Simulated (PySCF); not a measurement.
BH₃N, SMILES B[NH], multiplicity 2.

Geometry optimised at B3LYP-D3(BJ)/def2-TZVP. The isomer is the one that the SMILES or the coordinates give; other isomers of the formula were not compared.

All values below come from M06-2X/def2-TZVPD (PySCF).

| Quantity | Value |
|---|---|
| total energy | -81.33862 hartree |
| point group | Cs |
| α spin, highest occupied and lowest empty level | -9.12 and 0.35 eV |
| β spin, highest occupied and lowest empty level | -9.92 and -2.15 eV |
| dipole moment | 1.29 D |
| quadrupole, principal values (traceless, Buckingham form, about the centre of nuclear charge) | -1.84, -1.73, 3.57 D·Å |
| mean static polarisability | 26.2 bohr³ (3.88 Å³) |
| polarisability, principal values | 20.2, 23.5, 34.8 bohr³ |
| ⟨S²⟩ | 0.760 (pure state 0.75) |
